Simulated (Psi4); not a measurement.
## The standard entropy of GaN2H5O (SMILES [NH2][Ga]([NH2])[OH]) from a frequency calculation

A singlet with charge 0, relaxed at PBE0-D4/def2-TZVP (density fitting) (Psi4 1.11):

```xyz
9

N     0.0162    1.5736   -0.9230
Ga    0.1973    0.0385    0.0266
N    -1.1917   -1.0694    0.4255
O     1.8604   -0.3358    0.5673
H     0.7593    2.2525   -0.8940
H    -0.8790    2.0243   -1.0111
H    -1.0219   -2.0224    0.7017
H    -2.0597   -0.9986   -0.0795
H     1.9474   -1.1679    1.0343
```

Harmonic wavenumbers in cm⁻¹: 159, 178, 197, 205, 293, 305, 313, 340, 659, 710, 726, 731, 808, 846, 1562, 1572, 3606, 3609, 3706, 3711, 3920.

Masses in u: N 14.007, Ga 69.723, O 15.999, H 1.008. Take T = 298.15 K, p = 1 bar, R = 8.3145 J/(mol K), kT/hc = 207.22 cm⁻¹, rigid rotor and harmonic oscillator.

Compute the standard molar entropy.


1. Translation (Sackur–Tetrode): S = R[3/2 ln M + 5/2 ln T − 1.1517] with M = 118.776 gives 168.4 J/(mol K).
2. Rotation: principal moments 83.696, 90.595, 173.816 u Å² give A, B, C = 0.2014, 0.1861, 0.097 cm⁻¹; the symmetry number is σ = 1; q = (√π/σ)√((kT/hc)³/ABC) = 87687; S = R(ln q + 3/2) = 107.1.
3. Vibration: with u = ν̃/207.22, each mode gives R[u/(eᵘ − 1) − ln(1 − e⁻ᵘ)]; the sum is 67.6, most from 159 cm⁻¹ (10.7), 178 cm⁻¹ (9.8), 197 cm⁻¹ (9.0).
4. Spin and the two mirror images of this shape: R ln 2 = 5.8.
5. Sum: 168.4 + 107.1 + 67.6 + 5.8 = 348.9 J/(mol K).

No measured value is set beside it here. Where a soft mode is a torsion, a harmonic oscillator describes it poorly.
